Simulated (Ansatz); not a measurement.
```yaml
crystal:
  periodic: [false, false, false]
  atoms:
    - {symbol: C, position_ang: [0.023276, 0.809221, -0.214379]}
    - {symbol: Si, position_ang: [0.433730, -1.053460, -0.187777]}
    - {symbol: F, position_ang: [1.159173, -1.369215, 1.142855]}
    - {symbol: Br, position_ang: [-1.508448, -2.199432, -0.205327]}
    - {symbol: H, position_ang: [-0.505777, 1.102770, -1.096626]}
    - {symbol: H, position_ang: [-0.562416, 1.067059, 0.735131]}
    - {symbol: H, position_ang: [1.023926, 1.413110, -0.145630]}
basis:
  gaussian: {orbitals: ANO-RCC-VTZP}
total_charge: -1
hamiltonian: {xc: {name: r2SCAN}, dispersion: d3bjatm}
output: {forces: true}
```

```sh
$ ansatz run in.yaml --threads 4 --pin off --events-out ev --progress --plain --max-ram 10444MiB
```

Shortened log:

```
Functional definition: r2SCAN
1358 factors; their error is unknown
mean field evaluation 1: about -82617.8004 eV, gradient 4.5e1 eV
mean field evaluation 2: about -82609.4805 eV, gradient 6.7e1 eV
mean field evaluation 4: about -82622.5857 eV, gradient 4.6e0 eV
mean field evaluation 8: about -82622.5749 eV, gradient 2.1e-1 eV
mean field evaluation 16: about -82622.5750 eV, gradient 1.8e-5 eV
mean field -82622.57495110 eV, -3036.3236258603 hartree, gradient 1.8e-5 eV, S^2 0.000000; 0 other end points of the search recorded, 0 dependent functions left out
reference -82622.57497037 eV, -3036.3236265683 hartree; 34, 34 occupied and 145, 145 virtual orbitals, 1358 factors
Total energy: -82622.61767149 eV, -3036.3251958055 hartree
Relativity: scalar
Atom 0 at     0.023276     0.809221    -0.214379 Å, force     1.016266     0.948627     2.853190 eV/Å
Atom 1 at     0.433730    -1.053460    -0.187777 Å, force     1.358953     0.509291    -5.691177 eV/Å
Atom 2 at     1.159173    -1.369215     1.142855 Å, force     1.018945    -0.279391     3.981785 eV/Å
Atom 3 at    -1.508448    -2.199432    -0.205327 Å, force    -1.648675    -0.395836     0.588857 eV/Å
Atom 4 at    -0.505777     1.102770    -1.096626 Å, force    -0.399713     0.144995    -0.514309 eV/Å
Atom 5 at    -0.562416     1.067059     0.735131 Å, force     0.308200     0.201969    -1.007238 eV/Å
Atom 6 at     1.023926     1.413110    -0.145630 Å, force    -1.653976    -1.129655    -0.211107 eV/Å
Dipole moment:    -0.547054    -0.103847     0.272174 e Å
```

It took 3.9 s on 4 threads of an INTEL XEON PLATINUM 8581C on a shared host, with 0.36 GiB of host memory at the peak.
